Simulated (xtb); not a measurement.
H$_{3}$Ga (SMILES [GaH3]), singlet, geometry from GFN2-xTB (such geometries of metal compounds can be far from the true shape); GFN1-xTB (xtb).

The xtb input:
```
$ xtb mol.xyz --gfn 1 --etemp 3000 --json

# file mol.xyz
4

Ga     0.00000000    -0.00000000     0.00000000
H      0.66218224    -0.42756453     1.35383279
H     -0.30059287     1.51137788    -0.28202977
H     -0.36158937    -1.08381336    -1.07180302
```

Question: Predict the main parts of the log of this xtb run.

Answer: 
```
   ID    Z sym.   atoms
    1   31 Ga     1
    2    1 H      2-4

           -------------------------------------------------
          |                Calculation Setup                |
           -------------------------------------------------

           -------------------------------------------------
          |                 G F N 1 - x T B                 |
           -------------------------------------------------

          ...................................................
          :                      SETUP                      :
          :.................................................:
          :  # basis functions                  16          :
          :  # atomic orbitals                  15          :
          :  # shells                            9          :
          :  # electrons                         6          :
          :  # halogen bonds                     0          :
          :  max. iterations                   250          :
          :  Hamiltonian                  GFN1-xTB          :
          :  restarted?                      false          :
          :  GBSA solvation                  false          :
          :  PC potential                    false          :
          :  electronic temp.         3000.0000000     K    :
          :  accuracy                    1.0000000          :
          :  -> integral cutoff          0.2500000E+02      :
          :  -> integral neglect         0.1000000E-07      :
          :  -> SCF convergence          0.1000000E-05 Eh   :
          :  -> wf. convergence          0.2000000E-04 e    :
          :  Broyden damping             0.4000000          :
          :  net charge                          0          :
          :  unpaired electrons                  0          :
          ...................................................

 iter      E             dE          RMSdq      gap      omega  full diag
   1     -2.9402447 -0.294024E+01  0.423E+00    7.62       0.0  T
   2     -2.9455326 -0.528795E-02  0.229E+00    7.30       1.0  T
   3     -2.9462955 -0.762903E-03  0.591E-01    6.92       1.0  T
   4     -2.9459905  0.305028E-03  0.644E-01    7.25       1.0  T
   5     -2.9466775 -0.687016E-03  0.420E-03    7.06      11.9  T
   6     -2.9466776 -0.235897E-07  0.351E-03    7.06      14.3  T
   7     -2.9466776 -0.131539E-07  0.540E-04    7.06      92.6  T
   8     -2.9466776 -0.504791E-09  0.901E-06    7.06    5547.2  T
   9     -2.9466776 -0.136335E-12  0.644E-09    7.06  100000.0  T

   *** convergence criteria satisfied after 9 iterations ***

         :::::::::::::::::::::::::::::::::::::::::::::::::::::
         ::                     SUMMARY                     ::
         :::::::::::::::::::::::::::::::::::::::::::::::::::::
         :: total energy              -2.930934359318 Eh    ::
         :: gradient norm              0.009255247083 Eh/a0 ::
         :: HOMO-LUMO gap              7.060250525916 eV    ::
         ::.................................................::
         :: SCC energy                -2.946677564549 Eh    ::
         :: -> electrostatic           0.005327362610 Eh    ::
         :: repulsion energy           0.016149006861 Eh    ::
         :: dispersion energy         -0.000405801630 Eh    ::
         :: halogen bond corr.         0.000000000000 Eh    ::
         :: add. restraining           0.000000000000 Eh    ::
         :: total charge               0.000000000001 e     ::
         :::::::::::::::::::::::::::::::::::::::::::::::::::::

           -------------------------------------------------
          |                Property Printout                |
           -------------------------------------------------

    * Orbital Energies and Occupations

         #    Occupation            Energy/Eh            Energy/eV
      -------------------------------------------------------------
         1        2.0000           -0.5603821             -15.2488
         2        2.0000           -0.4537871             -12.3482
         3        2.0000           -0.4537871             -12.3482 (HOMO)
         4        0.0000           -0.1943277              -5.2879 (LUMO)
         5        0.0000           -0.1724677              -4.6931
         6                         -0.1113858              -3.0310
         7                         -0.1113858              -3.0310
         8                         -0.1002797              -2.7287
         9                         -0.1002797              -2.7287
        10                         -0.0561990              -1.5293
        11                         -0.0561990              -1.5293
        12                         -0.0478247              -1.3014
        13                          0.1579637               4.2984
        14                          0.8157227              22.1969
        15                          0.8157227              22.1969
      -------------------------------------------------------------
                  HL-Gap            0.2594594 Eh            7.0603 eV
             Fermi-level           -0.3212201 Eh           -8.7408 eV

  Mulliken/CM5 charges         n(s)   n(p)   n(d)
     1Ga    0.36286  0.19931   1.293  1.284  0.059
     2H    -0.12095 -0.06644   1.121  0.000  0.000
     3H    -0.12095 -0.06644   1.121  0.000  0.000
     4H    -0.12095 -0.06644   1.121  0.000  0.000

Wiberg/Mayer (AO) data.
largest (>0.10) Wiberg bond orders for each atom

 ---------------------------------------------------------------------------
     #   Z sym  total        # sym  WBO       # sym  WBO       # sym  WBO
 ---------------------------------------------------------------------------
     1  31 Ga   2.699 --     3 H    0.900     2 H    0.900     4 H    0.900
     2   1 H    0.988 --     1 Ga   0.900
     3   1 H    0.988 --     1 Ga   0.900
     4   1 H    0.988 --     1 Ga   0.900
 ---------------------------------------------------------------------------

Topologies differ in total number of bonds
Writing topology from bond orders to xtbtopo.mol

 dipole moment from electron density (au)
     X       Y       Z
  -0.0000   0.0000   0.0000  total (Debye):    0.000

           -------------------------------------------------
          | TOTAL ENERGY               -2.930934359318 Eh   |
          | GRADIENT NORM               0.009255247083 Eh/α |
          | HOMO-LUMO GAP               7.060250525916 eV   |
           -------------------------------------------------

normal termination of xtb
```
